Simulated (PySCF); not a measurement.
# What a mistake does to a calculation on CGe2H5N

All numbers below are calculated, not measured. They come from PySCF 2.14.0, an open-source quantum chemistry program, on an isolated molecule that a program drew, which may never have been made. The molecule is CGe2H5N (charge 0, singlet), drawn as the SMILES string `[CH2]=[GeH][NH][GeH]`.

Each row is a Hartree-Fock (HF) and frozen-core CCSD(T) single point in the cc-pVDZ basis, meant for a local HF minimum. Run 1 is clean. Each other run has one planted mistake out of seven kinds, and not every kind appears here: one electron removed, one electron added, multiplicity raised by two, geometry at a saddle point, minimal basis STO-3G, one bond length entered in bohr, all coordinates scaled. The reference is restricted for singlets and unrestricted otherwise, and also for a bond in bohr. Adding or removing an electron swaps singlet and doublet. Electrons count all cores. HOMO and LUMO are orbital energies over both spins, the gradient is its largest component, and the lowest frequency (negative if imaginary) is given only where the gradient is small. Bond lengths are over the 8 bonds as drawn. T1 is the CCSD diagnostic: over 0.02 (restricted) or 0.045 (unrestricted) a single reference is doubtful. Germanium has the cc-pVDZ-PP basis, with a core potential (ECP10MDF) in place of its 10 inner electrons, and its 3s, 3p and 3d shells are frozen in CCSD(T).

Geometry of the clean run:
```xyz
9
CGe2H5N, angstrom
C    -0.6074   -2.5523   -2.2606
Ge   -1.2628   -2.3720   -0.6438
N    -1.2539   -0.8348    0.3399
Ge   -0.5847    0.8246   -0.1085
H    -0.1399   -1.7391   -2.7989
H    -0.6671   -3.5140   -2.7526
H    -1.9286   -3.4787    0.1561
H    -1.6788   -0.9376    1.2453
H    -0.9987    1.4936    1.2759
```

```
run  electrons  basis functions  <S^2>  HOMO (eV)  LUMO (eV)  gradient (hartree/bohr)  lowest frequency (cm^-1)  mean bond (Å)  longest bond (Å)      T1  HF (hartree)  CCSD(T) (hartree)                     mistake
  1         82               99  0.000      -7.91       1.00                  1.2e-05                        45         1.4630             1.845  0.0194    -681.92160         -682.47019                    no fault
  2         82               99  2.037      -5.06       0.83                  1.2e-01                         -         1.4630             1.845  0.0333    -681.84813         -682.36719  multiplicity raised by two
  3         83               99  0.773      -0.41       6.94                  6.8e-02                         -         1.4630             1.845  0.0222    -681.91004         -682.46468          one electron added
  4         82               99  0.944      -7.33       0.90                  1.8e-02                         -         1.5748             1.900  0.0598    -681.78939         -682.33485                           ?
  5         82               99  0.000      -7.82       0.91                  1.8e-02                         -         1.4952             1.885  0.0208    -681.91724         -682.47200                           ?
```

**Which mistake was planted in run 4, and what did it cost?**

The mean bond changes by a factor of 1.076 and the longest by 1.030, so the molecule wasn't scaled as a whole. A length L in bohr read as angstrom grows by (1/0.5292 - 1) L = 0.890 L. The 8 bonds together grew by 8 x 0.1118 = 0.894 Å, which gives L = 1.005 Å. That is bond N3-H8, 1.005 Å in the clean geometry. So the mistake is: one bond length entered in bohr. Subtracting run 1 and multiplying by 627.51 kcal/mol a hartree, the energy moved by 83.0 kcal/mol in HF and 84.9 kcal/mol in CCSD(T).

**Which mistake was planted in run 5, and what did it cost?**

The mean and the longest bond both change by the same factor, 1.022, and the gradient is no longer small. So the mistake is: all coordinates scaled. Subtracting run 1 and multiplying by 627.51 kcal/mol a hartree, the energy moved by 2.7 kcal/mol in HF and -1.1 kcal/mol in CCSD(T).

Cautions from the logs. Run 3: the added electron raises the CCSD(T) energy, so it isn't bound in this basis; run 4: T1 is over the limit, so its CCSD(T) energy is less reliable; run 5: T1 is over the limit, so its CCSD(T) energy is less reliable.
